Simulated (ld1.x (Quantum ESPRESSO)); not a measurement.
Before and after: TM potential for Pr

ld1.x (Quantum ESPRESSO) 7.5 input, shortened:

```
&input
   title='Pr', zed=59., rel=1, dft='PBE', iswitch=3,
   config='[Xe] 4f2 5d1 6s1 6p0'
 /
 &inputp
   pseudotype=2, tm=.true., lloc=2,
   nlcc=.true., new_core_ps=.true., rcore=1.40
 /
3
6S  1  0   1.00   0.00  2.90  2.90  0.0
6P  2  1   0.00   0.00  3.25  3.25  0.0
5D  3  2   1.00   0.00  2.05  2.05  0.0
 &test
   configts(1)='5d1 6s1 6p0'
 /
```

All-electron outer shells of the reference configuration (PBE, scalar-relativistic, ld1.x):

```tsv
shell	level (eV)	outermost node (bohr)	outermost maximum (bohr)
4f	-12.20	–	0.68
6s	-8.63	1.77	3.48
5d	-8.58	0.89	2.09
6p	-5.51	2.08	4.36
```

Change: reference 5d1 6s1.75 6p0.

Cutoffs: the cutoffs (Ry, on a coarse ladder) from which the occupation-weighted sum of valence levels, in a spherical-Bessel basis at the reference potential, stays within 10 and 1 mRy of its value at 400 Ry; they do not see the model core or the augmentation charge, which bear on the density cutoff. Errors are all-electron minus pseudo energies relative to the spin-unpolarised reference configuration.

Question: What does the change do?

Answer: The potential gets neither clearly harder nor softer (12 Ry and 18 Ry → 12 Ry and 18 Ry); both files keep a bound ghost (p, s); the number of tests that count goes from 6 to 7.

| quantity | base | changed |
| --- | --- | --- |
| cutoff, loose | 12 Ry | 12 Ry |
| cutoff, tight | 18 Ry | 18 Ry |
| loose cutoff by channel (10 mRy a level) | s 8 Ry, d 10 Ry | s 6 Ry, d 10 Ry |
| bound ghosts | s, p | s, p |
| tests counted (converged, no solver errors) | 6 of 7 | 7 of 7 |
| s: phases at 3.55 bohr within 0.05 rad from the reference energy up to (Ry; the scan ends near 5) | 1.5 | 1.8 |
| p: phases at 3.55 bohr within 0.05 rad from the reference energy up to (Ry; the scan ends near 5) | -0.3 | 0.0 |
| d: phases at 3.55 bohr within 0.05 rad from the reference energy up to (Ry; the scan ends near 5) | 1.2 | 1.5 |

Base: Tests not counted: 5d1 6s1 6p1 (solver errors, printed error +3.2 eV). A true bound ghost makes a file unfit for plane-wave use even where its test errors are small: the radial tests pick states by their node count and pass the ghost by. Where a test does run into it, the solver fails or the error is huge.
